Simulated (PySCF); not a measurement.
**Working with the constants of SbCl**

UHF-CCSD(T) constants of SbCl, ³Σ⁻ (triplet), unpaired electrons π ↑↑ (PySCF, scalar-relativistic core potentials, basis sets Sb def2-TZVPP with ECP28, Cl def2-TZVPP; masses 120.9038 and 34.9689 u):

| Item | Value |
| --- | --- |
| ωe | 373.3 cm⁻¹ |
| ωexe | 1.2 cm⁻¹ |
| Be | 0.11299 cm⁻¹ |
| αe | 0.000493 cm⁻¹ |
| De to Sb + Cl | 2.87 eV |

(1) What force constant and bond length do these constants imply?

(2) Estimate the centrifugal constant D from the Kratzer relation and find the Dunham coefficient a1.

Correlated steps freeze 9 core orbitals. These are scalar-relativistic numbers at best; spin–orbit coupling would shift them, the dissociation energy most. The state is the lowest determinant that a PBE0 search found; another state may lie lower at other levels.

## Answers

(1) Reduced mass μred = 27.124 u; k = 5.8918×10⁻⁷·μred·ωe² (u, cm⁻¹, mdyn/Å) = 2.23 mdyn/Å; Re = √(16.8576/(μred·Be)) (u, cm⁻¹, Å) = 2.345 Å.

(2) D = 4Be³/ωe² = 4.14e-08 cm⁻¹; a1 = −1 − αeωe/(6Be²) = -3.40.
